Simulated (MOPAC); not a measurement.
MOPAC input (PM7):

```
PM7 PRECISE GNORM=0.05 LET XYZ CHARGE=1 GEO-OK AUX(PRECISION=9) THREADS=1
H3BClO2

O     1.17069600 1   -0.14424900 1    1.15529500 1
B     0.16098500 1   -0.12738200 1    0.32510000 1
O    -1.06002700 1   -0.95686500 1    0.63481500 1
Cl    0.00386000 1    0.73885700 1   -1.13896600 1
H     1.24800600 1   -0.63776900 1    1.97969100 1
H    -1.81868800 1   -0.95079700 1    0.02124600 1
H    -1.18521000 1   -1.52618500 1    1.41511100 1
```

Output:

```
 *******************************************************************************
 **                                                                           **
 **                              MOPAC v23.2.5                                **
 **                                                                           **
 *******************************************************************************
 ** MOPAC's Digital Object Identifier: https://doi.org/10.5281/zenodo.6511958 **
 **                                                                           **
 ** Please cite the open-source release paper for use of this MOPAC version:  **
 ** J. E. Moussa and J. J. P. Stewart (2026)                                  **
 ** MOPAC: An open-source semiempirical molecular orbital program             **
 ** J. Open Source Softw., 11(119), 8025, https://doi.org/10.21105/joss.08025 **
 *******************************************************************************

                              PM7 CALCULATION RESULTS

 *******************************************************************************
 *  PM7        - The PM7 Hamiltonian to be used
 *  GEO-OK     - OVERRIDE INTERATOMIC DISTANCE AND OTHER SAFETY CHECKS
 *
 *
 *
 *                 CHARGE ON SYSTEM = +1
 *
 *
 *
 *  LET        - OVERRIDE SOME SAFETY CHECKS
 *  PRECISE    - TIGHTER CRITERIA TO BE USED
 *  XYZ        - CARTESIAN COORDINATE SYSTEM TO BE USED
 *  GNORM      - EXIT WHEN GRADIENT NORM DROPS BELOW 0.050
 *  AUX        - OUTPUT AUXILIARY INFORMATION
 *******************************************************************************
PM7 PRECISE GNORM=0.05 LET XYZ CHARGE=1 GEO-OK AUX(PRECISION=9) THREADS=1
 H3BClO2

   ATOM   CHEMICAL          X               Y               Z
  NUMBER   SYMBOL      (ANGSTROMS)     (ANGSTROMS)     (ANGSTROMS)

     1       O          1.17069600  *  -0.14424900  *   1.15529500  *
     2       B          0.16098500  *  -0.12738200  *   0.32510000  *
     3       O         -1.06002700  *  -0.95686500  *   0.63481500  *
     4      Cl          0.00386000  *   0.73885700  *  -1.13896600  *
     5       H          1.24800600  *  -0.63776900  *   1.97969100  *
     6       H         -1.81868800  *  -0.95079700  *   0.02124600  *
     7       H         -1.18521000  *  -1.52618500  *   1.41511100  *

          CARTESIAN COORDINATES

    NO.       ATOM           X           Y           Z

     1         O          1.1707     -0.1442      1.1553
     2         B          0.1610     -0.1274      0.3251
     3         O         -1.0600     -0.9569      0.6348
     4        Cl          0.0039      0.7389     -1.1390
     5         H          1.2480     -0.6378      1.9797
     6         H         -1.8187     -0.9508      0.0212
     7         H         -1.1852     -1.5262      1.4151

 General Reference for PM7:
 "Optimization of Parameters for Semiempirical Methods VI: More Modifications to the
 NDDO Approximations and Re-optimization of Parameters", J. J. P. Stewart, J. Mol. Mod., 1:32, 19 (2013)
 https://link.springer.com/article/10.1007/s00894-012-1667-x

           Empirical Formula: H3 O2 B Cl  =     7 atoms

      MOLECULAR POINT GROUP   :   Cs

      RHF CALCULATION, NO. OF DOUBLY OCCUPIED LEVELS = 12

          Geometry optimization using EF

          DIAGONAL MATRIX USED AS START HESSIAN

 CYCLE:     1  GRAD.:    63.401 HEAT:  9.527641
 CYCLE:     2  GRAD.:   234.378 HEAT:  20.20759
 CYCLE:     3  GRAD.:   151.438 HEAT:  12.55067
 CYCLE:     4  GRAD.:   148.530 HEAT:  15.58927
 CYCLE:     5  GRAD.:   108.088 HEAT:  13.61933
 CYCLE:     6  GRAD.:    74.259 HEAT:  8.897418
 CYCLE:     7  GRAD.:    74.729 HEAT:  9.166423
 CYCLE:     8  GRAD.:    71.304 HEAT:  8.598066
 CYCLE:     9  GRAD.:    29.348 HEAT:  6.435364
 CYCLE:    10  GRAD.:    49.049 HEAT:  7.121080
 CYCLE:    11  GRAD.:    16.276 HEAT:  6.106470
 CYCLE:    12  GRAD.:     9.169 HEAT:  5.975725
 CYCLE:    13  GRAD.:     5.059 HEAT:  5.894598
 CYCLE:    14  GRAD.:     4.876 HEAT:  5.810598
 CYCLE:    15  GRAD.:     6.770 HEAT:  5.691400
 CYCLE:    16  GRAD.:     5.440 HEAT:  5.614538
 CYCLE:    17  GRAD.:     2.934 HEAT:  5.569134
 CYCLE:    18  GRAD.:     9.264 HEAT:  5.540199
 CYCLE:    19  GRAD.:     5.027 HEAT:  5.488881
 CYCLE:    20  GRAD.:    27.301 HEAT:  5.642321
 CYCLE:    21  GRAD.:     4.083 HEAT:  5.441571
 CYCLE:    22  GRAD.:     1.287 HEAT:  5.412946
 CYCLE:    23  GRAD.:    58.701 HEAT:  6.703042
 CYCLE:    24  GRAD.:     1.313 HEAT:  5.398646
 CYCLE:    25  GRAD.:     1.685 HEAT:  5.385274
 CYCLE:    26  GRAD.:     1.553 HEAT:  5.365914
 CYCLE:    27  GRAD.:    41.974 HEAT:  5.978945
 CYCLE:    28  GRAD.:     1.777 HEAT:  5.336992
 CYCLE:    29  GRAD.:     1.732 HEAT:  5.306606
 CYCLE:    30  GRAD.:     2.100 HEAT:  5.258415
 CYCLE:    31  GRAD.:     2.514 HEAT:  5.193083
 CYCLE:    32  GRAD.:    97.393 HEAT:  10.73523
 CYCLE:    33  GRAD.:    12.678 HEAT:  5.146244
 CYCLE:    34  GRAD.:     9.467 HEAT:  5.048584
 CYCLE:    35  GRAD.:     1.996 HEAT:  4.999807
 CYCLE:    36  GRAD.:     1.581 HEAT:  4.984261
 CYCLE:    37  GRAD.:     1.342 HEAT:  4.932819
 CYCLE:    38  GRAD.:     0.839 HEAT:  4.928995
 CYCLE:    39  GRAD.:     0.330 HEAT:  4.927811
 CYCLE:    40  GRAD.:     0.172 HEAT:  4.927352
 CYCLE:    41  GRAD.:     0.156 HEAT:  4.927104
 CYCLE:    42  GRAD.:     0.124 HEAT:  4.926931
 CYCLE:    43  GRAD.:     0.057 HEAT:  4.926873
 CYCLE:    44  GRAD.:     0.023 HEAT:  4.926865

     GRADIENT =  0.02290 IS LESS THAN CUTOFF =  0.05000

 -------------------------------------------------------------------------------
 PM7 PRECISE GNORM=0.05 LET XYZ CHARGE=1 GEO-OK AUX(PRECISION=9) THREADS=1
 H3BClO2

     GEOMETRY OPTIMISED USING EIGENVECTOR FOLLOWING (EF).
     SCF FIELD WAS ACHIEVED

                              PM7 CALCULATION
                                                       MOPAC v23.2.5 Linux

          FINAL HEAT OF FORMATION =          4.92687 KCAL/MOL =      20.61400 KJ/MOL

          COSMO AREA              =        100.07 SQUARE ANGSTROMS
          COSMO VOLUME            =         81.84 CUBIC ANGSTROMS

          GRADIENT NORM           =          0.02290          =       0.00865 PER ATOM
          IONIZATION POTENTIAL    =         16.382207 EV
          HOMO LUMO ENERGIES (EV) =        -16.382 -5.776
          NO. OF FILLED LEVELS    =         12
          MOLECULAR WEIGHT        =         81.2855         POINT GROUP:  Cs

          MOLECULAR DIMENSIONS (Angstroms)

            Atom       Atom       Distance
            H     6    H     5     4.20748
            H     7   Cl     4     3.53586
            H     5    O     3     0.00000

          SCF CALCULATIONS        =         45

   ATOM   CHEMICAL          X               Y               Z
  NUMBER   SYMBOL      (ANGSTROMS)     (ANGSTROMS)     (ANGSTROMS)

     1       O          1.00835861  *  -0.31516234  *   1.29018925  *
     2       B          0.17371214  *  -0.10031109  *   0.29339212  *
     3       O         -1.10699041  *  -0.95423734  *   0.59335312  *
     4      Cl          0.04542029  *   0.74730300  *  -1.11892253  *
     5       H          1.87818549  *  -0.05489169  *   1.58061541  *
     6       H         -1.91788522  *  -1.01429515  *   0.04039284  *
     7       H         -1.17046115  *  -1.51382510  *   1.40775137  *

                             CARTESIAN COORDINATES

   1    O        1.008358607    -0.315162335     1.290189253
   2    B        0.173712137    -0.100311090     0.293392115
   3    O       -1.106990415    -0.954237342     0.593353120
   4   Cl        0.045420287     0.747303000    -1.118922535
   5    H        1.878185490    -0.054891691     1.580615406
   6    H       -1.917885219    -1.014295154     0.040392844
   7    H       -1.170461151    -1.513825099     1.407751367

           Empirical Formula: H3 O2 B Cl  =     7 atoms

      MOLECULAR POINT GROUP   :   Cs

                  EIGENVALUES
 -36.95932 -35.18936 -30.30215 -26.17819 -25.14320 -23.44401 -20.74309 -20.56309
 -19.08548 -18.21612 -16.40140 -16.38221  -5.77554  -5.54891  -4.15771  -3.08062
  -1.83430  -0.64526   0.91940  63.14458  63.21660  63.27147  63.62150  63.63501

              NET ATOMIC CHARGES AND DIPOLE CONTRIBUTIONS

  ATOM NO.   TYPE          CHARGE      No. of ELECS.   s-Pop       p-Pop       d-Pop
    1          O          -0.595593        6.5956     1.67216     4.92343
    2          B           0.740751        2.2592     0.66836     1.59089
    3          O          -0.551290        6.5513     1.66945     4.88184
    4         Cl           0.053803        6.9462     1.98699     4.95407     0.00514
    5          H           0.449660        0.5503     0.55034
    6          H           0.450798        0.5492     0.54920
    7          H           0.451871        0.5481     0.54813
 DIPOLE           X         Y         Z       TOTAL
 POINT-CHG.    -2.001    -2.483     2.245     3.900
 HYBRID        -0.101    -0.597     0.843     1.038
 SUM           -2.102    -3.081     3.088     4.842

          ATOMIC ORBITAL ELECTRON POPULATIONS

     Atom    s        px        py        pz      x^2-y^2     xz        z^2       yz        xy
    1  O   1.67216   1.48675   1.77266   1.66402
    2  B   0.66836   0.49168   0.48018   0.61903
    3  O   1.66945   1.54455   1.76538   1.57191
    4 Cl   1.98699   1.89532   1.68491   1.37384   0.00031   0.00108   0.00115   0.00192   0.00068
    5  H   0.55034
    6  H   0.54920
    7  H   0.54813

 **********************
 *                    *
 * JOB ENDED NORMALLY *
 *                    *
 **********************

 == MOPAC DONE ==
```

The dipole moment of an ion depends on the origin.

The geometry given is a B3LYP-D3(BJ)/def2-TZVP minimum.
